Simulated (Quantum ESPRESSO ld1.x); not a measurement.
The numbers below are computed, except where a source is named.
Task: The aim is the zirconium ion Zr+ in [Kr] 4d2 5s1. This ld1.x (Quantum ESPRESSO 7.5) run was made with `OMP_NUM_THREADS=1 ld1.x < ld1.in > ld1.out`. Can the result be used? Name any fault.

```
 &input
    zed=40.0,
    iswitch=1,
    rel=1,
    dft='PBESOL',
    config='[Kr] 4d2 5s1 1s1',
    prefix='ld1',
    max_out_wfc=37,
    file_charge='ld1.rho',
 /
```

Output (excerpt):

```
     Program LD1 v.7.5 starts

 %%%%%%%%%%%%%%%%%%%%%%%%%%%%%%%%%%%%%%%%%%%%%%%%%%%%%%%%%%%%%%%%%%%%%%%%%%%%%%
     Error in routine el_config (11):
     wavefunction 1S found too many times
 %%%%%%%%%%%%%%%%%%%%%%%%%%%%%%%%%%%%%%%%%%%%%%%%%%%%%%%%%%%%%%%%%%%%%%%%%%%%%%

     stopping ...
```

Result: No (refused). The line at issue: config='[Kr] 4d2 5s1 1s1'. The program stops in el_config with "wavefunction 1S found too many times": the bracketed core already holds 1s. The sound input gives -3596.220 hartree.
